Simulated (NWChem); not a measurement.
# SiF2, singlet; SMILES [Si](F)F

Results from NWChem. Pople sets run with spherical d functions. Medium grid unless said otherwise, to which SCAN and Minnesota functionals are sensitive. Low-valent species are run as closed-shell singlets; no triplet was tried in these runs. Structure relaxed at the PBE-D3(BJ)/def2-SVP level. Hybrids' shares of exact exchange are those that their runs print; pure functionals count as 0. The functionals differ in more than this share.

```
row           share of exact exchange  orbital gap (eV)
------------  -----------------------  ----------------
PBE/6-31G*                       0.00              4.11
SCAN/6-31G*                      0.00              4.44
TPSSh/6-31G*                     0.10          withheld
B3LYP/6-31G*                     0.20              5.79
MPW1K/6-31G*                     0.43              7.69
```

Fit a straight line of the last column on the one before it, predict the withheld value, and compare with the run.


1. Means of the 4 shown rows: x = 0.158, y = 5.508. Slope Σ(x − x̄)(y − ȳ)/Σ(x − x̄)² = 0.9950/0.1257 = 7.917; intercept 4.261.
2. The shown rows scatter about the line by 0.121 (root mean square); the largest residual is +0.18, at SCAN/6-31G*.
3. At x = 0.10 (TPSSh/6-31G*; inside the shown range) the line gives 5.05.
4. The run gives 5.10, +0.05 from the line, 0.4 times the scatter.
